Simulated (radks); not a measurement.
The numbers below are computed, except where a source is named.
Question: Valence configurations of Ne+ (all share [He]). Level of theory: scalar-relativistic Kohn-Sham, LDA (Slater exchange, Perdew-Wang correlation), spin-polarised, spherical densities, finite nucleus; open shells are filled with parallel spins first; Fermi nuclear charge, rms radius 3.0055 fm (a radial shooting solver on a logarithmic mesh with Libxc functionals). Order these by energy: 2s1 2p6; 2s1.5 2p5.5; 2s2 2p5.

Answer: From the lowest, in eV above it: 2s2 2p5 0.000; 2s1.5 2p5.5 11.438; 2s1 2p6 22.869. NIST lists [He] 2s2 2p5 as the ground configuration; this level of theory agrees among the configurations tried. The energies are those of spherical high-spin densities, not of single terms.
